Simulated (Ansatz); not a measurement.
Task: Name a neutral molecule of Al, C, Se and H with HOMO–LUMO gap (ωB97M-V/def2-TZVPP) between 10.60 and 10.90 eV and HOMO–LUMO gap (B3LYP/def2-TZVPP) between 5.70 and 6.00 eV (Ansatz, PBE0-D4/def2-TZVP geometry).

Result: `[CH3][AlH-]([CH3])[SeH2+]` (10.65 eV, 5.96 eV). Other molecules can fit too; these were computed, each in one conformer that needn't be the lowest.

B3LYP here is the variant with VWN-RPA as its local correlation; programs differ in this.
